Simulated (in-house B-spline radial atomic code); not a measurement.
Ionisation energies with and without relativity, with size and susceptibility from the Dirac run. Dirac energy differences include first-order Breit, QED and recoil terms. NIST's values go from ground level to ground level; the uncertainty of those that are theory runs from under 0.1 % in few-electron ions to several per cent in heavy many-electron ones. Computed with an all-electron radial atomic-structure program (B-spline basis): non-relativistic Hartree-Fock and Dirac-Hartree-Fock, averages of the configuration (point nuclei without relativity, finite nuclei with it).

```tsv
ion	configuration	configuration after	ionisation non-relativistic (eV)	ionisation Dirac Breit and QED (eV)	tabulated value (eV)	tabulated kind	radius at density 0.001 (bohr)	diamagnetic susceptibility (10⁻⁶ cm³/mol)
B	[He] 2s2 2p1	[He] 2s2	7.932	7.929	8.298019	measured	3.901	-12.55
C	[He] 2s2 2p2	[He] 2s2 2p1	9.999	9.995	11.26029	measured	3.634	-11.123
Sc	[Ar] 3d1 4s2	[Ar] 3d1 4s1	5.489	5.520	6.56149	measured	5.034	-41.81
Fe	[Ar] 3d6 4s2	[Ar] 3d6 4s1	6.791	6.878	7.902468	measured	4.573	-32.173
Cu	[Ar] 3d10 4s1	[Ar] 3d10	6.408	6.560	7.72638	measured	4.113	-25.148
Zr	[Kr] 4d2 5s2	[Kr] 4d2 5s1	5.440	5.600	6.634126	measured	5.153	-54.626
Ag	[Kr] 4d10 5s1	[Kr] 4d10	5.909	6.332	7.576234	measured	4.286	-38.932
Cd	[Kr] 4d10 5s2	[Kr] 4d10 5s1	?	?	?	measured	?	?
Pr	[Xe] 4f3 6s2	[Xe] 4f3 6s1	4.307	4.499	5.4702	semi-empirical	5.459	-76.266
Eu	[Xe] 4f7 6s2	[Xe] 4f7 6s1	?	?	?	measured	?	?
Dy	[Xe] 4f10 6s2	[Xe] 4f10 6s1	?	?	?	measured	?	?
Lu	[Xe] 4f14 5d1 6s2	[Xe] 4f14 6s2	5.633	4.356	5.425871	measured	5.158	-60.695
```

Question: Fill in the row of Cd.

Answer: ionisation non-relativistic (eV): 6.926; ionisation Dirac Breit and QED (eV): 7.342; tabulated value (eV): 8.99382; radius at density 0.001 (bohr): 4.499; diamagnetic susceptibility (10⁻⁶ cm³/mol): -41.462.

Question: Fill in the row of Eu.

Answer: ionisation non-relativistic (eV): 4.496; ionisation Dirac Breit and QED (eV): 4.741; tabulated value (eV): 5.670385; radius at density 0.001 (bohr): 5.345; diamagnetic susceptibility (10⁻⁶ cm³/mol): -69.867.

Question: Fill in the row of Dy.

Answer: ionisation non-relativistic (eV): 4.624; ionisation Dirac Breit and QED (eV): 4.913; tabulated value (eV): 5.939061; radius at density 0.001 (bohr): 5.266; diamagnetic susceptibility (10⁻⁶ cm³/mol): -65.732.
